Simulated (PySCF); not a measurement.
A structure optimised at B3LYP-D3(BJ)/def2-SVP, used in a PySCF frequency run:

```
N
H 1 1.0299
H 1 1.0299 2 105.06
C 1 1.5010 2 109.20 3 -117.02
H 4 1.0972 1 108.55 2 177.37
H 4 1.0972 5 110.06 1 -118.67
H 4 1.0973 5 110.29 6 -121.91
C 1 1.5010 2 109.20 3 117.02
H 8 1.0972 1 108.55 2 63.01
H 8 1.0972 9 110.06 1 -118.67
H 8 1.0973 9 110.29 10 -121.91
```
Charge +1, spin multiplicity 1.

**Question.** Write its SMILES, formula and point group.

**Answer.** C[NH2+]C, C2H8N, C2v

**Question.** What are its rotational constants (standard atomic weights)?

**Answer.** 30.090, 8.6296, 7.6403 GHz
